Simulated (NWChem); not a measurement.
Molecule: C₃H₆OS; SMILES S[C@@H](C=O)C

```xyz
11

C      1.7742     0.5740    -0.2692
C      0.4920     0.1107     0.4153
S     -0.9331     1.1513    -0.0268
C      0.2382    -1.3560     0.1436
O     -0.8049    -1.8426    -0.1948
H      2.0052     1.6129     0.0048
H      1.6689     0.5272    -1.3632
H      2.6299    -0.0511     0.0348
H      0.6435     0.1621     1.5115
H     -1.7487     0.0921    -0.2467
H      1.1439    -1.9956     0.3078
```
Atoms are numbered in this order, from 1.

All runs use the structure optimised with PBE0/def2-SVP.

**Question.** List the 4 lowest vertical singlet excitations from PBE0/def2-SVP, full TDDFT (NWChem).

**Answer.** 
```tsv
state	energy (eV)	oscillator strength	leading excitation (squared amplitude)
S1	4.47	0.001	HOMO−1 → LUMO (0.55)
S2	4.66	0.003	HOMO → LUMO (0.55)
S3	6.15	0.001	HOMO → LUMO+1 (0.98)
S4	7.09	0.003	HOMO−2 → LUMO (0.98)
```
